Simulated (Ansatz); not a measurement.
`F[SiH2]C=S` + `BN` → `BN[SiH2]F` + `C=S` at 298.15 K and 1 bar (ligand exchange at the Si–C bond).

Program: Ansatz. Geometries: PBE0-D4/def2-TZVP. ΔE: electronic, gas phase. CCSD(T)/CBS is the MP2 limit (def2-TZVPP, def2-QZVPP) plus CCSD(T) − MP2 in def2-TZVPP, frozen cores. This one scheme is used for every species. One conformer a species, not always the lowest.

```
     species  CCSD(T)/CBS energy (Eh)  H − E (kJ/mol)  S (J/(mol·K))
`F[SiH2]C=S`               -826.53208           111.9          318.9
        `BN`                -81.93499           137.2          228.1
 `BN[SiH2]F`               -471.49877           172.2          311.0
       `C=S`               -436.98974            75.3          230.7
```

H − E and S are ideal-gas, rigid-rotor, harmonic terms from PBE0-D4/def2-TZVP, for one conformer and one mirror image of each species. 1 Eh = 2625.50 kJ/mol, R = 8.31446 J/(mol·K).

Q: By hand: ΔE, ΔH, ΔS and ΔG.

A: ΔE = (-471.49877) + (-436.98974) − (-826.53208) − (-81.93499) = -0.02144 Eh = -56.3 kJ/mol. Δ(H − E) = 172.2 + 75.3 − 111.9 − 137.2 = -1.6, so ΔH = -57.9 kJ/mol. ΔS = 311.0 + 230.7 − 318.9 − 228.1 = -5.3 J/(mol·K). ΔG = -57.9 − 298.15 × (-5.3)/1000 = -56.3 kJ/mol.

Q: By hand: the equilibrium constant, and the temperature at which ΔG would vanish if ΔH and ΔS stayed fixed.

A: log₁₀ K = −ΔG/(RT ln 10) = 9.9. ΔG = 0 at ΔH/ΔS = 10925 K, far beyond where these terms or the molecules hold.

The number of gas molecules stays the same, so ΔS is small and ΔH decides. A doubt of 5 kJ/mol in ΔE shifts log₁₀ K by 0.9 here. Other conformers and mirror images would add mixing entropy, several J/(mol·K) or more a flexible species. These are equilibria of isolated gas molecules and say nothing of rates. Largest T1 diagnostic: 0.016 (customary marks: 0.02 for closed shells, 0.045 for open ones).
